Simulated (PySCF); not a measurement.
Si(CCH)3(OMe), SMILES C#C[Si](C#C)(OC)C#C (C7H6OSi), GFN2-xTB optimised geometry. Atoms within 1.6 Å of the plane z = 1.2 Å (x, y, z in Å): Si3 (-1.33, -0.59, 0.00), C4 (-2.00, 1.13, 0.00), C5 (-2.41, 2.26, -0.05), C6 (0.53, -0.59, 0.00), C7 (1.73, -0.60, 0.02), O8 (-1.96, -1.21, 1.37), C9 (-1.81, -2.47, 1.92), H11 (-2.78, 3.25, -0.08), H12 (2.78, -0.61, 0.03), H13 (-0.76, -2.68, 2.15), H15 (-2.18, -3.25, 1.24).

Computed with PBE0/def2-TZVP (PySCF). Cells within 0.4 Å of a nucleus heavier than hydrogen are left out (blank, or x).

Map of the LUMO amplitude (bohr^(-3/2)) on the plane z = 1.2 Å; orbital energy -1.03 eV, overall sign arbitrary:

```
|333333333333333333333333333|
|333333333333333333333333333|
|333333333333333333333333333|
|333333333333333333333333333|
|333333433333333333333333333|
|333344444333333333333333333|
|333445554433333333333333333|
|333445665433333333333333333|
|333445554333333333333333333|
|333344443322333333333333333|
|333333321112233333333333333|
|333332210011223333333333333|
|333322100001222333333333333|
|333222110001112334443333333|
|333222223320001245554333333|
|333222237941001256654433333|
|33322224xx61001246654433333|
|333222236741001245554433333|
|333222223321112234444333333|
|333322222221122333443333333|
|333332223322222333333333333|
|333333333332223333333333333|
|333333333333333333333333333|
|333333333333333333333333333|
|333333333333333333333333333|
|333333333333333333333333333|
|333333333333333333333333333|
```
Scale: ten equal steps from -0.041 (start of '0') to 0.081 (end of '9'), in the order '0123456789'; x runs from -5.50 to 5.50, y from -5.50 (bottom) to 5.50 (top).
